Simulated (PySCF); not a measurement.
## `C[C@@H]1COC=C[Si@@H]1F`, C5H9FOSi

Geometry (Å), atoms numbered from 1 in this order:
```xyz
17

C    -2.1139    0.0003   -0.5222
C    -0.7220   -0.4400   -0.0829
C    -0.3470    0.2622    1.2232
O     0.8569   -0.1817    1.8263
C     1.9927   -0.1493    1.1120
C     2.1381    0.0097   -0.2075
Si    0.6559   -0.0269   -1.3318
F     0.3332    1.4300   -1.9682
H    -2.8533   -0.2198    0.2472
H    -2.1305    1.0701   -0.7184
H    -2.4019   -0.5168   -1.4338
H    -0.7430   -1.5166    0.1113
H    -1.1099    0.0977    1.9908
H    -0.2677    1.3438    1.0383
H     2.8409   -0.2693    1.7783
H     3.1448    0.0332   -0.5922
H     0.7197   -0.9147   -2.4804
```

Method: TDDFT CAM-B3LYP/def2-SVPD circular dichroism and optical rotation, one conformer, gas phase in PySCF. Geometry: GFN2-xTB.

States above about 8.5 eV (minus the energy of the highest occupied orbital) lie near or above the ionisation threshold and depend on the basis. Singlets 2 and 3 lie within 0.01 eV of each other, so their separate moments and overlaps can depend on how they mix.

Stereocentres: C2 R, Si7 R.

(1) Give the optical rotatory dispersion at 633, 589.3, 546, 436, 405, 365, 355 nm.

(2) And for the mirror image at 589.3 nm?

(3) What is the molar rotation [Φ] = [α]·M/100 of the geometry above at 589.3 nm?

Answers

(1) [α] in deg dm⁻¹ (g/mL)⁻¹:
| λ (nm) | origin-invariant length gauge | modified velocity gauge | length gauge (centre of mass) | isotropic polarisability (au) |
| --- | --- | --- | --- | --- |
| 633 | +262.3 | +247.0 | +262.0 | 85.6 |
| 589.3 | +310.0 | +292.0 | +309.6 | 85.9 |
| 546 | +372.2 | +350.7 | +371.8 | 86.4 |
| 436 | +663.1 | +625.4 | +662.7 | 88.1 |
| 405 | +815.6 | +769.6 | +815.2 | 88.9 |
| 365 | +1116.3 | +1054.2 | +1116.1 | 90.3 |
| 355 | +1220.5 | +1152.9 | +1220.5 | 90.8 |

(2) -310.0 deg dm⁻¹ (g/mL)⁻¹ (origin-invariant length gauge): the same size and the opposite sign.

(3) With M = 132.21 g/mol, +409.9 deg cm² dmol⁻¹ (origin-invariant length gauge).

The first excitation lies at 6.12 eV (202 nm) with R = +52.0 × 10⁻⁴⁰ esu² cm² (velocity form).
